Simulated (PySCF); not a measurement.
**Simulated absorption spectrum**

Compound: C5H11NO.
Numbering: `[CH3:1][CH2:2][N:3]([CH3:4])[C:5]([CH3:6])=[O:7]` (hydrogens: H8, H9, H10 on C1; H11, H12 on C2; H13, H14, H15 on C4; H16, H17, H18 on C6)

Level of theory: TDDFT PBE0/def2-SVPD, vertical, gas phase, core orbitals frozen in the response (PySCF 2.14.0, density-fitted response routines). The structure is a single GFN2-xTB conformer in the gas phase; no vibrational or solvent corrections. Torsions of this conformer, `[CH3:1][CH2:2][N:3]([CH3:4])[C:5]([CH3:6])=[O:7]`: C1–C2–N3–C4 -72°, C2–N3–C5–C6 -176°.

Each state is given a Gaussian of 0.25 eV full width at half maximum, with ε(max) = 2.175×10⁸ f / Δν̃ (Δν̃ the width in cm⁻¹). The width is an assumption, not a result. The curve ends short of the highest state used, and states not computed would add to its high-energy end.

(λ (nm), ε (L mol⁻¹ cm⁻¹)): (184.2, 15659), (185.6, 10689), (186.9, 6794), (188.2, 4189), (189.5, 2597), (190.8, 1603), (192.2, 948), (193.5, 657), (194.8, 632), (196.1, 793), (197.4, 1020), (198.7, 1185), (200.1, 1197), (201.4, 1044), (202.7, 795), (204.0, 532), (205.3, 316), (206.7, 166), (208.0, 96), (209.3, 77), (210.6, 88), (211.9, 115), (213.2, 143), (214.6, 162), (215.9, 164), (217.2, 149), (218.5, 122), (219.8, 91), (221.2, 59), (222.5, 36), (223.8, 20), (225.1, 11), (226.4, 5), (227.7, 2), (229.1, 1), (230.4, 0)

Q: Where are the band maxima, and which computed states make them?

A: 215 nm (5.76 eV), ε about 170, made up of S1 (100%); 199 nm (6.22 eV), ε about 1200, made up of S2 (100%) (ε in L mol⁻¹ cm⁻¹; maxima over ε = 5, shares over 10%). At its high-energy end, 6.73 eV, the curve is still rising (ε about 16000, from S4). The states used: S1 5.76 eV (f 0.0015); S2 6.21 eV (f 0.011); S3 6.60 eV (f 0.019); S4 6.81 eV (f 0.181); S5 7.20 eV (f 0.015); S6 7.33 eV (f 0.018).

Q: On this curve, what absorbance would a 10⁻⁵ mol/L sample give at 222 nm over a 1 cm path?

A: 222 nm is 5.585 eV, where ε is about 44 L mol⁻¹ cm⁻¹, so A = ε c l ≈ 0.00044 (Beer–Lambert, with the gas-phase spectrum and the assumed width).

Q: What would ε be at 6.22 eV, the highest of these maxima, with half the width (0.125 eV)?

A: About 2410 L mol⁻¹ cm⁻¹ against 1220, a factor of about 1.98; a lone state at its own centre would give exactly 2.

Q: Coming from long wavelengths, where does ε first pass 100 L mol⁻¹ cm⁻¹?

A: At about 219 nm (5.65 eV), 0.11 eV below S1.
